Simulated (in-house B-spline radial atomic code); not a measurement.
Cl VI (Cl5+): [He] 2s2 (2p1/2)1 (2p3/2)4 3s2 (6d3/2)1 (an excited or competing configuration)

Method: Dirac-Hartree-Fock, average of the jj configuration, Fermi nucleus of rms radius 3.3654 fm. Calculated with a B-spline radial code for spherical atoms.

Z_r = [3n² - l(l+1)]/(2<r>); Z_e = n√(-2ε); the last column is Slater's effective charge. Values are occupation-weighted means over j.

```
shell  electrons   ε (eV)  <r> (bohr)    Z_r    Z_e  Slater
   1s          2    -3015      0.0907  16.54  14.89   16.70
   2s          2  -415.41      0.4278  14.03  11.05   13.20
   2p          5  -350.57      0.3892  12.85  10.15   13.20
   3s          2  -114.13       1.236  10.92   8.69    8.70
   6d          1  -14.621       7.877   6.47   6.22    6.00
```

The least bound orbital is 6d3/2 at -14.62 eV, and it is also the most diffuse (<r> = 7.877 bohr). The part-filled 2p shell lies below the filled 3s shell in orbital energy.

For the 1s electron the small component carries 0.367 % of the norm, the zero-frequency Breit interaction raises the level by 2.053 eV, self-energy by 0.9486 eV, and vacuum polarisation lowers it by 0.06459 eV.
